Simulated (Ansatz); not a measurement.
CH₂ClFOTe, SMILES `OC(F)(Cl)[TeH]`. Charge 0, multiplicity 1. Te: def2 effective core potential.

```xyz
7

O     1.205   -0.731    0.633
C    -0.043   -0.332    0.279
F    -0.497   -1.064   -0.773
Cl   -1.101   -0.650    1.653
Te   -0.040    1.779   -0.331
H     1.798   -0.556   -0.109
H    -1.322    1.553   -1.353
```

(1) List the harmonic frequencies (cm⁻¹, unscaled) at PBE0-D4/def2-TZVP in Ansatz. (Best estimate.)

(2) Is this a minimum?

(3) Give the ideal-gas thermochemistry at 298.15 K and 1 bar (rigid rotor, harmonic oscillator; point group C1, symmetry number 1).

(4) And at 400, 500, 600, 800 and 1000 K?

(5) Rotational constants (cm⁻¹)?

Answers

(1) Ansatz gave: 100, 178, 236, 261, 362, 395, 437, 634, 639, 788, 1034, 1169, 1313, 2169, 3797.

(2) Yes, all 15 modes are real.

(3) Zero-point energy 80.8 kJ/mol; H(298) − E = 100.4 kJ/mol; entropy 351.4 J/(mol·K), of which translation 175.7, rotation 119.7, vibration 56.0; G(298) − E = -4.4 kJ/mol.

(4) 
```tsv
T (K)	H − E (kJ/mol)	S (J/mol/K)	G − E (kJ/mol)
400	110.8	381.5	-41.7
500	122.2	406.7	-81.2
600	134.2	428.7	-123.0
800	159.9	465.6	-212.5
1000	187.0	495.8	-308.8
```

(5) 0.1247, 0.03905, 0.03573.
